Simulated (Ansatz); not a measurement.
**Molecular dynamics of ClH₇O₂Si₂**

input.yaml

```yaml
crystal:
  periodic: [false, false, false]
  atoms:
    - { symbol: Si, position_ang: [-0.1937, -0.4834, 0.9716] }
    - { symbol: O, position_ang: [1.3106, -1.1789, -0.2612] }
    - { symbol: O, position_ang: [-0.814, 0.5087, -0.1545] }
    - { symbol: Si, position_ang: [-0.7863, 1.7826, -1.1693] }
    - { symbol: H, position_ang: [0.4653, 0.4241, 1.8832] }
    - { symbol: H, position_ang: [-1.2521, -1.4712, 0.9769] }
    - { symbol: H, position_ang: [1.6914, -1.9245, 0.6935] }
    - { symbol: Cl, position_ang: [1.0241, -2.2169, 2.2861] }
    - { symbol: H, position_ang: [0.9406, -1.7496, -0.934] }
    - { symbol: H, position_ang: [-0.3777, 2.964, -0.4111] }
    - { symbol: H, position_ang: [0.1587, 1.4809, -2.2426] }
    - { symbol: H, position_ang: [-2.1669, 1.8643, -1.6385] }
magnetization:
  spin_polarized: true
basis:
  gaussian: { orbitals: STO-3G }
hamiltonian:
  xc: cam_b3lyp
  dispersion: d4
md:
  timestep: 0.5
  n_steps: 150
  ensemble: nve
  temperature: 300.0
  initial_velocities: maxwell_boltzmann
  seed: 730166
```

Command:

```bash
$ ansatz run input.yaml --threads 1 --pin off --max-ram 2048MiB --backend cpu --events-out ev --progress --plain --runs-dir out
```

It starts from a rough guess of a transition structure, not a stationary point.

Output, in part (step lines, the closing report, with atoms numbered from 0):

```
md step     0: t =     0.00 fs  T =   300.0 K  F+E_penalty+E_count = -32106.84168955 eV  E_kin = 0.387780 eV  conserved = -32106.45390955 eV  (23 SCF iters)
md step     1: t =     0.50 fs  T =   350.5 K  F+E_penalty+E_count = -32106.90843423 eV  E_kin = 0.453048 eV  conserved = -32106.45538605 eV  (28 SCF iters)
md step     2: t =     1.00 fs  T =   428.8 K  F+E_penalty+E_count = -32107.01202847 eV  E_kin = 0.554204 eV  conserved = -32106.45782446 eV  (29 SCF iters)
[... lines left out ...]
Total energy: -32108.00030643 eV, -1179.9472476772 hartree
Atom 0 at    -0.413275    -0.095588     0.696824 Å, force    -0.333745    -1.392953     1.779387 eV/Å
Atom 1 at     0.920341    -1.036672     0.170321 Å, force    -0.076116    -2.703269     0.146257 eV/Å
Atom 2 at    -1.265751     0.381950    -0.624667 Å, force    -0.163087     0.665117    -0.349689 eV/Å
Atom 3 at    -0.629335     1.852727    -1.170339 Å, force    -0.002492     1.331641    -2.081750 eV/Å
Atom 4 at     0.224670     0.869852     1.553348 Å, force    -0.101868     0.267931    -0.180629 eV/Å
Atom 5 at    -1.229738    -0.993430     1.483844 Å, force    -0.123393     0.194814    -0.117858 eV/Å
Atom 6 at     1.233574    -1.720748     1.443284 Å, force     0.150830     0.500528    -1.451130 eV/Å
Atom 7 at     1.457345    -2.632540     2.472696 Å, force     0.056862    -0.215668     0.513179 eV/Å
Atom 8 at     0.513701    -1.907806    -0.276552 Å, force     0.781942     1.881188     0.613332 eV/Å
Atom 9 at    -0.336457     2.749652    -0.084278 Å, force     0.253897    -0.108133     0.115249 eV/Å
Atom 10 at     0.529139     1.660731    -2.062210 Å, force    -0.411818    -0.045700     0.789926 eV/Å
Atom 11 at    -1.603361     2.542429    -1.994170 Å, force    -0.031014    -0.375496     0.223726 eV/Å
Dipole moment:    -0.480064     0.725105    -0.697725 e Å
```

The steps, from the saved trajectory:

```
time (fs)  T (K)  potential energy less start (eV)  conserved less start (meV/atom)
      0.0    300                             0.000                             0.00
      2.5    590                            -0.381                            -0.54
      5.0    361                            -0.079                            -0.08
      7.5    578                            -0.367                            -0.68
     10.0    628                            -0.429                            -0.46
     12.5    532                            -0.302                            -0.15
     15.0    661                            -0.471                            -0.37
     17.5    718                            -0.541                            -0.06
     20.0    848                            -0.715                            -0.51
     22.5    682                            -0.494                            -0.08
     25.0    844                            -0.709                            -0.51
     27.5    762                            -0.604                            -0.52
     30.0    630                            -0.428                            -0.07
     32.5    910                            -0.796                            -0.62
     35.0    716                            -0.539                            -0.13
     37.5    851                            -0.717                            -0.36
     40.0    969                            -0.868                            -0.31
     42.5    913                            -0.794                            -0.19
     45.0    961                            -0.859                            -0.42
     47.5    878                            -0.749                            -0.16
     50.0    948                            -0.844                            -0.47
     52.5    850                            -0.713                            -0.09
     55.0   1117                            -1.060                            -0.35
     57.5   1208                            -1.177                            -0.32
     60.0   1139                            -1.087                            -0.20
     62.5   1123                            -1.070                            -0.49
     65.0    804                            -0.654                            -0.12
     67.5    772                            -0.615                            -0.38
     70.0    824                            -0.679                            -0.14
     72.5   1139                            -1.088                            -0.35
     75.0   1193                            -1.159                            -0.36
```

The run went to its last step. The conserved energy stayed within 0.73 meV per atom of its start (net change -0.36 meV per atom), so the integration is sound. The system heated up, since it started high on the potential surface and ran downhill. A run of 0.075 ps of so small a system gives no equilibrium averages. The orbitals stay closed-shell, which can raise the energy where a bond breaks towards radicals; this wasn't checked here. Limits of this set-up: minimal basis.

The step under study would form Si1–Cl8, O2–H7 and break Si1–O2, H7–Cl8. These pairs go: Si1–Cl8 2.49 → 3.62 Å, O2–H7 1.27 → 1.48 Å, Si1–O2 2.07 → 1.72 Å, H7–Cl8 1.75 → 1.39 Å. In the last frame they stand as before the step (other bonds may differ from the relaxed reactants and products). These pairs come and go: their bonding changes 10 times, last at 55 of 75 fs, so the outcome isn't settled. Also joined: Si1–Si4 3.17 → 2.71 Å. It ends as ClH + H6O2Si2. Pairs count as bonded within 1.25 times the sum of covalent radii (0.12 Å more for H–H).

Last frame:

```xyz
12
Properties=species:S:1:pos:R:3
Si -0.413 -0.096 0.697
O 0.920 -1.037 0.170
O -1.266 0.382 -0.625
Si -0.629 1.853 -1.170
H 0.225 0.870 1.553
H -1.230 -0.993 1.484
H 1.234 -1.721 1.443
Cl 1.457 -2.632 2.473
H 0.514 -1.908 -0.277
H -0.337 2.750 -0.084
H 0.529 1.661 -2.062
H -1.603 2.542 -1.994
```

Run time: 21 min on 1 thread of Arm Neoverse N1, with other jobs on the host, peak memory 0.2 GiB.
